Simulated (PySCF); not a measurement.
Spinor energies of B (boron, neutral)

Start: [He] 2s2 2p1; 2p3/2 filled at m_j = +3/2. Calculated with PySCF 2.14 in x2c-TZVPall-2c with one added diffuse shell each of s, p, d type (6s4p3d1f, 40 functions): generalised Hartree-Fock with the X2C-1e Hamiltonian and a Gaussian nucleus; one run each with spin-orbit coupling (SO) switched off, then screened by Boettger's factors. This is a chosen level, not necessarily the ground level.

| spinor shell | electrons | ε, spin-free (eV) | ε, screened SO (eV) | weight of nominal j (screened SO) | rms radius, screened SO (bohr) |
| --- | --- | --- | --- | --- | --- |
| 1s1/2 | 2 | -209.42 | -209.43 | 1.000 | 0.379 |
| 2s1/2 | 2 | -13.464 | -13.465 | 0.999 | 2.18 |
| 2p3/2 | 1 | -8.512 | -8.511 | 1.000 | 2.47 |

```
   quantity  spin-free  screened SO
E (hartree)  -24.53628    -24.53625
        M_J        3/2          3/2
       ⟨J²⟩      3.761        3.761
       ⟨L²⟩      2.008        2.008
       ⟨S²⟩      0.754        0.754
```

Each row is a mean over spinors that exchange with the open shell spreads, by up to 2.670 eV (2s1/2).

Without spin-orbit coupling the j labels of p, d and f shells carry no meaning; the spin-free column gives the mean over the occupied spinors of each nl shell.
